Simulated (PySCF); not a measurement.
C2H5F2NSi, SMILES N(=C\C)/[SiH](F)F. Atoms are numbered in the order given.

```xyz
11

C     -3.0087    -0.2399    -0.2015
C     -1.5941    -0.0647     0.2352
N     -0.6374     0.1668    -0.5743
Si     1.0114     0.3721    -0.1370
F      1.8730    -0.8111    -0.8131
F      1.2309     0.2331     1.4639
H     -3.3790    -1.2290     0.1187
H     -3.6526     0.5028     0.3005
H     -3.0975    -0.1403    -1.2915
H     -1.4297    -0.1532     1.3349
H      1.5430     1.6711    -0.5836
```

The structure is a stationary point at r2SCAN-D4/def2-SVP. The structure was generated by enumeration; whether it is a known compound was not checked. One conformer was computed; it need not be the lowest.

The numbers are results of PBE0/pcSseg-1 in PySCF, not measurements.

GIAO shieldings, no solvent; atoms listed in one row are averaged. δ = σ(ref) − σ: ¹³C against TMS (σ = 186.3 ppm); ¹⁵N against NH3 (σ = 267.4 ppm); ²⁹Si against TMS (σ = 352.7 ppm); ¹⁹F against CFCl3 (σ = 167.2 ppm); ¹H against TMS (σ = 31.56 ppm), references at their B3LYP-D3(BJ)/def2-TZVP geometries, non-relativistic.

**Question.** Estimate the chemical shifts. (The exact figures need the calculation; the answer reports its results.)

**Answer.** 
```json
[
 {"nucleus": "¹³C", "atoms": "C2", "count": "1", "δ (ppm)": "193.8"},
 {"nucleus": "¹³C", "atoms": "C1", "count": "1", "δ (ppm)": "34.3"},
 {"nucleus": "¹⁵N", "atoms": "N3", "count": "1", "δ (ppm)": "377.1"},
 {"nucleus": "²⁹Si", "atoms": "Si4", "count": "1", "δ (ppm)": "-45.4"},
 {"nucleus": "¹⁹F", "atoms": "F5", "count": "1", "δ (ppm)": "-159.0"},
 {"nucleus": "¹⁹F", "atoms": "F6", "count": "1", "δ (ppm)": "-167.1"},
 {"nucleus": "¹H", "atoms": "H10", "count": "1", "δ (ppm)": "9.14"},
 {"nucleus": "¹H", "atoms": "H11", "count": "1", "δ (ppm)": "5.18"},
 {"nucleus": "¹H", "atoms": "H7, H8, H9", "count": "3", "δ (ppm)": "2.61"}
]
```
